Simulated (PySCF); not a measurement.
Gas-phase reaction: Ga₂F₆ + 2 Cl₂ ⇌ 2 GaF + 4 ClF

Computed with PySCF and rigid-rotor harmonic-oscillator thermochemistry at 1 bar. † marks an energy on the PBE0/def2-TZVP geometry and frequencies; other levels use their own. 6-31G* has spherical d functions here. All species are closed-shell singlets. B3LYP is the form with VWN-RPA correlation. Ga: all electrons, no relativistic terms. Ga₂F₆: computed as isolated molecules; such fragments, hydroxides, amides, oligomers or adducts are transient or little studied in the gas. The harmonic model lacks anharmonicity and excited electronic states, which grow with temperature; levels with a mode under 35 cm⁻¹ are left out. Soft modes under 120 cm⁻¹ make the harmonic entropy rough for Ga₂F₆.

ΔH° and ΔS° at 298 K: B3LYP/def2-TZVP† 1157 kJ, 452 J/K; HF/6-31G* 1316 kJ, 461 J/K; HF/def2-TZVP† 1325 kJ, 452 J/K.

Question: With the heat capacities included, give log10 K (1 bar) at 500, 800, 1000, 1200, 2500 K from B3LYP/def2-TZVP†, HF/6-31G*, HF/def2-TZVP†.

Answer: 
| T (K) | B3LYP/def2-TZVP† | HF/6-31G* | HF/def2-TZVP† |
|---|---|---|---|
| 500 | -97.3 | -113.6 | -114.9 |
| 800 | -52.4 | -62.4 | -63.4 |
| 1000 | -37.5 | -45.4 | -46.3 |
| 1200 | -27.7 | -34.2 | -35.0 |
| 2500 | -2.5 | -5.4 | -6.0 |
